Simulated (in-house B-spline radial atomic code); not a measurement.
## LC-wPBE excitations of neutral zinc

Method: LC-wPBE. Computed with an all-electron radial atomic-structure program (B-spline basis): linear response of the closed shell [Ar] 3d10 4s2 with the functional's adiabatic kernel; non-relativistic, point nucleus, no spin-orbit coupling, no double excitations, S, P, D and F terms only; shells from n = 2 respond. Only terms of natural parity with L up to 3 were computed.

Without relativity these are model numbers for so heavy an element.

Command:
```bash
python run_td.py task.json out
```
Settings (radii: box in bohr, nucleus in fm):
```
Z                        30
electrons                30
configuration            [Ar] 3d10 4s2
hamiltonian              nr
method                   lc_wpbe
box_radius               75
intervals                59
```

Cost of the run: 2.1 s on 1 thread of Intel(R) Xeon(R) Platinum 8259CL CPU @ 2.50GHz (Skylake/Cascade Lake), on a shared host.

The lowest states, in the order of their Tamm-Dancoff energies; the method's threshold (minus the highest occupied level) is 8.907 eV. Labels give the largest channel, * marks a mixed state, and oscillator strengths are full-response dipole values. Measured ¹D terms are left out, since they can mix with doubly excited terms. Semilocal kernels can invert the small singlet-triplet splittings of Rydberg terms. Energies in eV:

```
     state  full response  Tamm-Dancoff  oscillator strength  measured (J-weighted term)
4s → 4p 3P          3.123         3.452                    -                       4.054
4s → 4p 1P          5.310         5.471                 1.42                       5.796
4s → 5s 3S          6.243         6.252                    -                       6.654
4s → 5s 1S              ?             ?                    -                           ?
4s → 5p 3P              ?             ?                    -                           -
4s → 5p 1P          7.317         7.344               0.0529                           -
4s → 4d 3D          7.345         7.347                    -                       7.783
4s → 4d 1D          7.383         7.384                    -                           -
4s → 6s 3S          7.650         7.652                    -                           -
4s → 6s 1S          7.742         7.746                    -                           -
```

Question: Where does 4s → 5s 1S lie?

Answer: At 6.576 eV in full response, 6.591 eV in Tamm-Dancoff; measured 6.917 eV.

Question: Where does 4s → 5p 3P lie?

Answer: At 7.120 eV in full response, 7.133 eV in Tamm-Dancoff.

Question: How large is the singlet-triplet splitting of 4s → 4p (P terms) in Tamm-Dancoff?

Answer: 2.02 eV, from the unrounded values.

Question: What polarisabilities and dispersion coefficient does the method give?

Answer: Dipole 44.31 bohr³, quadrupole 326.7 bohr⁵, C6 337.8 hartree·bohr⁶ for two such species. Recommended dipole value: 38.67 ± 0.3 bohr³ (Schwerdtfeger and Nagle, table of static dipole polarizabilities (2023 update)), which includes relativity and correlation.
